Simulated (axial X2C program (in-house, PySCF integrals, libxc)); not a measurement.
TaBr⁺: from Re and ωe to a spectrum

A bond curve at the PBE0 level, two-component, was computed with an in-house relativistic program for diatomic molecules (basis Ta dyall-v3z [13s14p9d7f2g], Br dyall-v3z [8s9p6d1f] (cores contracted in-house)) for the state Ω = 3/2 (⟨Sz⟩ = 1.48, ⟨Lz⟩ = 0.02 at PBE0). Its fit gives Re = 2.2964 Å, ωe = 324.5 cm⁻¹, ωexe = 0.559 cm⁻¹ and αe = 1.397e-04 cm⁻¹; the masses are 180.9480 and 78.9183 u. Two-component means X2C with spin–orbit coupling and atomic mean-field Coulomb and Gaunt terms.

Problem. Find the reduced mass, Be and the force constant.

Solution. From the PBE0 values: μ = 54.9518 u. Be = 16.8576/(μ Re²) = 0.05817 cm⁻¹. k = 5.8918×10⁻⁷ μ ωe² = 3.41 mdyn/Å.

Problem. Estimate the centrifugal constant by the Kratzer relation.

Solution. D = 4Be³/ωe² = 7.48e-09 cm⁻¹.

Problem. Where do the fundamental and the first overtone lie?

Solution. ν(1←0) = ωe − 2ωexe = 323.4 cm⁻¹; ν(2←0) = 2ωe − 6ωexe = 645.6 cm⁻¹.

Problem. A Morse curve ties αe to the other constants (Pekeris). How well does that hold?

Solution. αe(Morse) = 6Be²/ωe × (√(ωexe/Be) − 1) = 1.314e-04 cm⁻¹; the PBE0 curve gives 1.397e-04 cm⁻¹, a ratio of 0.94.

The state is one determinant whose occupation by symmetry is held fixed; it was picked as the lowest of a PBE0 search that is not exhaustive. Density functionals use the spin component along the axis (collinear). PBE0 can misorder states that lie within some tenths of an eV, so this need not be the ground state of the molecule. The nearest other spin-free determinant of the search, M_S = 3/2, Λ = 3, lies 0.48 eV up at the distance of the search. With several unpaired electrons one determinant need not be a pure state. This is the top spin component of a Σ state; components of lower Ω are not single determinants and can lie lower. Under one Hamiltonian the search converged a single determinant, so lower ones may well exist.
